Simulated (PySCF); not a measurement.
A GIAO shielding run with PySCF (density fitting, non-relativistic, gas phase) on `CC(C)[C@@H]1C[Si@H](CF)N1`, C₆H₁₄FNSi:

```
$ OMP_NUM_THREADS=1 python probes_run.py task.json out

{"job": {"kind": "nmr", "xc": "PBE0", "basis": "pcSseg-1"}, "charge": 0, "multiplicity": 1}
C     -2.229441     1.371012    -0.136520
C     -1.355833     0.165965    -0.477170
C     -2.222624    -1.080855    -0.643526
C     -0.297541    -0.043901     0.607189
C      0.771540     1.057717     0.697176
Si     2.096410    -0.309256     0.585218
C      3.316074    -0.352291    -0.890202
F      4.203415    -1.399235    -0.721984
N      0.623146    -1.138896     0.300326
H     -2.953176     1.548834    -0.928696
H     -2.771680     1.192456     0.789843
H     -1.627472     2.267282    -0.012893
H     -0.831786     0.356237    -1.420029
H     -2.987746    -0.910135    -1.397626
H     -2.714980    -1.327178     0.295637
H     -1.621471    -1.930579    -0.956604
H     -0.796300    -0.200116     1.572117
H      0.734878     1.624184     1.620321
H      0.721305     1.752844    -0.134714
H      2.869098    -0.554682     1.809359
H      3.928308     0.549099    -0.956803
H      2.827957    -0.515877    -1.853196
H      0.313165    -2.095646     0.340213
```

Hardware: 1 thread of an Intel Xeon, shared host. The job also computes population analyses, field gradients, ring-centre shieldings.

**Question.** How large is the calculation?

**Answer.** 80 electrons, 230 basis functions and 1208 auxiliary functions.

**Question.** How long does it take, and how much memory does it need?

**Answer.** 2.3 min of wall time, with 14 SCF cycles and 4 response iterations; peak memory 1.1 GiB. Times on a shared host scatter by some tens of per cent.
